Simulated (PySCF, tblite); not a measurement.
Isomers of C7H13PS. Level: GFN2-xTB in tblite, geometry and Hessian alike; calculated harmonic values, unscaled, isolated species. This tight-binding method is rough: wavenumbers can miss measured ones by several per cent, in bad cases by 10 to 20. One conformer each.

Electronic energies: PBE0/pcSseg-1 single points on the GFN2-xTB geometries (PySCF, gas phase).

| SMILES | electronic energy, lowest = 0 (kcal/mol) |
| --- | --- |
| CCC1=CCC[P@]1(C)=S | 5.0 |
| C=CP1(=C)CCSCC1 | 71.1 |
| CC1=C(C)CP(C)(=S)C1 | 0.0 |

Task: How do GFN2-xTB zero-point energies change the relative energies?

Result: 
```csv
SMILES,ZPE (kcal/mol),of it from modes above 1550 cm⁻¹,electronic (kcal/mol),"with ZPE, lowest = 0 (kcal/mol)",lowest mode (cm⁻¹),rings
CC1=C(C)CP(C)(=S)C1,112.9,58.1,0.0,0.0,56,1
CCC1=CCC[P@]1(C)=S,114.0,58.0,5.0,6.1,63,1
C=CP1(=C)CCSCC1,110.8,57.8,71.1,69.0,46,1
```

The zero-point energies span 3.2 kcal/mol, from `C=CP1(=C)CCSCC1` to `CCC1=CCC[P@]1(C)=S`. The order is unchanged.

Task: And how do the electronic energies of GFN2-xTB itself compare?

Result: `CC1=C(C)CP(C)(=S)C1` 0.0; `CCC1=CCC[P@]1(C)=S` 4.1; `C=CP1(=C)CCSCC1` 75.9 kcal/mol, lowest = 0. Against the energies above, taken from the same isomer `CC1=C(C)CP(C)(=S)C1`, the largest difference is 4.8 kcal/mol.

Task: What do entropy and thermal enthalpy add at 298.15 K and 1 bar (rigid rotor, harmonic oscillator, one conformer each)?

Result: 
| SMILES | point group | symmetry number | S (cal/(mol K)) | H − H(0) (kcal/mol) | ZPE + H − H(0) − TS (kcal/mol) |
| --- | --- | --- | --- | --- | --- |
| CC1=C(C)CP(C)(=S)C1 | Cs | 1 | 107.3 | 8.07 | 88.9 |
| CCC1=CCC[P@]1(C)=S | C1 | 1 | 103.9 | 7.69 | 90.7 |
| C=CP1(=C)CCSCC1 | Cs | 1 | 102.9 | 7.66 | 87.8 |
